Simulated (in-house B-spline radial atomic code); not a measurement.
A run on Se (an excited or competing configuration) that did not converge. Method: scalar-relativistic (X2C) wB97X, spin-polarised, spherical fractional occupations, Fermi nucleus of rms radius 4.14 fm; computed with a B-spline radial code for spherical atoms. In the input, 2p2,3 would mean two up and three down electrons.

Command:
```bash
python run_scf.py task.json out
```
Settings (nuclear radius in fm, mass in u):
```
Z                34
configuration    1s2 2s2 2p6 3s2 3p6 3d4,5 4s2 4p3,1 4d0,1
hamiltonian      x2c
method           wb97x
spin_polarised   True
nucleus          fermi
rms_radius       4.14
atomic_mass      79.91652
speed_of_light   137.035999084
```

First and last ten iterations of the last attempt (damped for 15 steps, keeping 80 % of the old Fock matrix, then DIIS):
```
 iter        energy (Eh)    residual
    1       -2426.195585    3.95e-01
    2       -2426.679648    1.61e-01
    3       -2427.100177    1.00e-01
    4       -2427.267622    6.17e-02
    5       -2427.323288    3.81e-02
    6       -2427.345320    2.37e-02
    7       -2427.354539    1.48e-02
    8       -2427.358565    1.02e-02
    9       -2427.360499    7.40e-03
   10       -2427.361577    5.44e-03
  111       -2427.363572    1.00e-06
  112       -2427.363572    1.00e-06
  113       -2427.363572    1.87e-06
  114       -2427.363572    1.09e-06
  115       -2427.363572    1.03e-06
  116       -2427.363572    1.02e-06
  117       -2427.363572    1.05e-06
  118       -2427.363572    1.05e-06
  119       -2427.363572    1.05e-06
  120       -2427.363572    1.69e-06
 not converged after 120 iterations
```

The smallest residual met was 9.9e-07; the threshold is about 3e-07. Over the last five steps the energy moves by less than 1e-08 hartree, but the orbitals didn't meet the threshold. Time taken, with all properties: 34 s on 1 thread of Arm Neoverse N1, on a shared host.
